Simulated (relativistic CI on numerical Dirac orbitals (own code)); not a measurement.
# Electric-dipole transitions in Tm53+

Calculated at this level of theory: Dirac-Coulomb-Breit CI, orbitals from a KLI potential per configuration, model QED (radiative potential, 1s self-energy scaled to tabulated hydrogen-like ionisation energies), unscaled Slater integrals (own radial code, finite nucleus).

Configurations in the expansion (outside the closed core [Ne]): 3s²3p⁴, 3s3p⁵, 3s²3p³3d, 3p⁶, 3s3p⁴3d, 3p⁵3d, 3s3p³3d², 3s²3p²3d4p, 3p⁵4s, 3s3p³3d4s, 3s²3p³4s, 3p⁵4p, 3s²3p²3d², 3s²3p3d³, 3s3p²3d³, 3s²3p3d²4s, 3p⁴3d², 3p³3d³, 3p³3d²4s, 3s²3p²3d4s, 3s3p²3d²4s, 3s²3p3d4s². Double excitations out of closed p, d and f shells are left out; levels of such configurations are missing from the list, as are those of other unlisted configurations, and high levels can miss mixing partners.

```csv
λ vac (nm),Lower,Upper,A (s⁻¹),log gf,S velocity/length
2.3947,3s²3p³3d ³D°2 [3],3s²3p²3d² ³D1 [78],2.12e+12,-0.26,0.97
2.4136,3s²3p³3d ³F°3 [6],3s²3p²3d² ⁵D3 [83],8.26e+11,-0.30,0.98
2.4200,3s²3p³3d ³F°3 [6],3s²3p²3d² ⁵D2 [81],1.15e+12,-0.30,0.86
2.4225,3s²3p³3d ³D°3 [11],3s²3p²3d² ³P2 [118],3.32e+12,0.16,0.88
2.4281,3s²3p³3d ³F°4 [9],3s²3p²3d² ³D3 [109],3.21e+12,0.30,0.86
2.4310,3s²3p³3d ³F°3 [6],3s²3p²3d² ³F2 [79],1.83e+12,-0.09,0.89
2.4385,3s²3p³3d ³D°1 [12],3s²3p²3d² ¹D2 [123],1.69e+12,-0.12,1.05
2.4422,3s²3p³3d ³F°3 [6],3s²3p²3d² ³F3 [76],2.80e+12,0.24,1.00
2.4463,3s²3p³3d ³D°2 [3],3s²3p²3d² ³F2 [73],1.09e+12,-0.31,0.95
2.4504,3s²3p³3d ³D°2 [10],3s²3p²3d² ³P1 [110],2.99e+12,-0.09,0.93
2.4554,3s²3p³3d ³D°2 [3],3s²3p²3d² ³P1 [72],1.31e+12,-0.45,0.85
2.4567,3s²3p⁴ ³P2 [1],3s²3p³3d ³S°1 [26],2.97e+12,-0.09,0.97
2.4576,3s²3p³3d ³D°3 [11],3s²3p²3d² ³F4 [114],1.77e+12,0.16,1.08
2.4669,3s²3p³3d ³D°2 [10],3s²3p²3d² ³D2 [107],2.13e+12,-0.01,0.97
2.4688,3s²3p³3d ³D°2 [10],3s²3p²3d² ³F3 [106],1.76e+12,0.05,1.07
2.4698,3s²3p³3d ³D°3 [11],3s²3p²3d² ³D3 [113],2.30e+12,0.17,1.00
2.4742,3s²3p³3d ³F°4 [9],3s²3p²3d² ³F4 [103],2.99e+12,0.39,1.01
2.4786,3s²3p⁴ ³P2 [1],3s²3p³3d ³P°2 [24],2.60e+12,0.08,1.02
2.4852,3s²3p⁴ ¹S0 [2],3s²3p³3d ³D°1 [31],2.49e+12,-0.16,1.04
2.4867,3s²3p³3d ³D°1 [12],3s²3p²3d² ³D1 [116],2.51e+12,-0.16,0.99
2.4948,3s²3p⁴ ³P1 [7],3s²3p³3d ³P°1 [89],1.56e+12,-0.36,1.00
2.5089,3s²3p⁴ ³P2 [1],3s²3p³3d ³D°3 [23],1.87e+12,0.09,1.06
2.5156,3s²3p³3d ³F°4 [9],3s²3p²3d² ³G5 [98],1.38e+12,0.16,1.11
2.5177,3s²3p²3d² ³F2 [15],3s²3p3d³ ⁵G°2 [178],2.11e+12,0.00,0.96
2.5495,3s²3p⁴ ¹D2 [8],3s²3p³3d ¹F°3 [87],1.49e+12,0.01,1.07
2.6246,3s²3p³3d ³D°2 [3],3s²3p²3d² ⁵G2 [63],8.44e+11,-0.36,1.02
2.6339,3s²3p³3d ³D°2 [3],3s²3p²3d² ⁵G3 [60],8.03e+11,-0.23,1.10
2.6521,3s²3p³3d ³F°3 [6],3s²3p²3d² ³H4 [64],5.42e+11,-0.29,1.11
2.6668,3s²3p³3d ³D°1 [4],3s²3p²3d² ⁵G2 [63],8.83e+11,-0.33,1.09
2.7651,3s²3p³3d ³G°4 [21],3s3p⁴3d ³F3 [168],1.11e+12,-0.05,0.88
2.8169,3s²3p³3d ³D°2 [3],3s3p⁴3d ³G3 [54],4.40e+11,-0.44,1.14
2.8330,3s²3p²3d² ³F2 [15],3s3p³3d² ³G°3 [149],1.32e+12,0.05,1.12
2.8708,3s²3p³3d ³F°3 [6],3s3p⁴3d ³G3 [54],5.78e+11,-0.30,1.00
2.8837,3s²3p⁴ ¹D2 [8],3s3p⁵ ³P°1 [62],1.57e+12,-0.23,0.96
2.9484,3s²3p³3d ³G°4 [21],3s3p⁴3d ³G4 [152],7.71e+11,-0.04,1.00
3.0041,3s²3p⁴ ³P2 [1],3s3p⁵ ³P°2 [13],4.98e+11,-0.47,0.98
3.0687,3s²3p³3d ³F°3 [6],3s3p⁴3d ³F4 [50],3.39e+11,-0.37,1.11
3.9973,3s²3p³3d ³D°3 [23],3s²3p²3d² ³F4 [114],4.87e+11,0.02,1.14
4.0142,3s²3p⁴ ¹D2 [8],3s²3p³3d ³P°2 [43],4.06e+11,-0.31,1.00
4.0531,3s²3p³3d ³G°4 [21],3s²3p²3d² ¹H5 [100],4.40e+11,0.08,1.20
4.0752,3s²3p³3d ³G°3 [19],3s²3p²3d² ³H4 [97],4.02e+11,-0.05,1.13
4.0781,3s²3p⁴ ¹D2 [8],3s²3p³3d ¹F°3 [42],4.85e+11,-0.07,1.10
4.1348,3s²3p⁴ ³P2 [1],3s²3p³3d ³D°3 [11],3.73e+11,-0.17,1.08
4.1857,3s²3p³3d ³F°3 [6],3s²3p²3d² ³F4 [33],2.11e+11,-0.30,1.17
4.4730,3s²3p³3d ³D°3 [11],3s²3p²3d² ³F4 [44],2.31e+11,-0.20,1.17
```

Terms are leading LS components. Brackets give the number of a level in order of energy, since labels repeat. The list gives strong lines, with weight on those to low levels, among the lowest 200 of 2790 levels, so that lines to higher ones, which can be the strongest, are missing. Levels whose partners in the same complex of configurations lie outside the list can be far off, and so can their lines. Rates are taken at the computed energies, electric ones in the length gauge. A velocity-to-length ratio far from 1 marks an uncertain rate.

At this charge energies of transitions that change n are usually good to better than 1 %, and those within a shell (Δn = 0) to a few per cent.

LS names give the leading component of a level, which can be under half, so a name can repeat, a term be missing and a line seem to break the LS rules.
